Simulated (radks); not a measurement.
Polarisability of neutral nitrogen, [He] 2s2 2p3, at imaginary frequency. All-electron calculation, scalar-relativistic Kohn-Sham, LDA (Slater exchange, Perdew-Wang correlation), spin-polarised, spherical densities, finite nucleus; open shells are filled with parallel spins first; Fermi nuclear charge, rms radius 2.5582 fm. Program: a radial shooting solver on a logarithmic mesh with Libxc functionals. Response by self-consistent Sternheimer equations with the Hartree and adiabatic LDA kernel, the relativistic mass of each level held fixed and spin-orbit coupling left out.

w (hartree)  alpha1(iw) (bohr^3)
0.00266                    8.191
0.0143                     8.184
0.0360                     8.143
0.0697                     8.016
0.118                      7.717
0.186                      7.142
0.280                      6.234
0.413                      5.041
0.605                      3.729
0.892                      2.495
1.35                       1.485
2.12                      0.7628
3.59                      0.3205
6.94                     0.09967
17.5                     0.01843

Static values: alpha1 = 8.191 bohr^3 (1.214 angstrom^3; uncoupled 10.18). C6 = 28.01, triple-dipole C9 = 163.0 atomic units. One-pole (London) frequency 4 C6 / (3 alpha1^2) = 0.557 hartree, against 0.308 for minus the highest occupied eigenvalue. Recommended static value: 7.4 bohr^3 (Schwerdtfeger and Nagle, 2023 table).
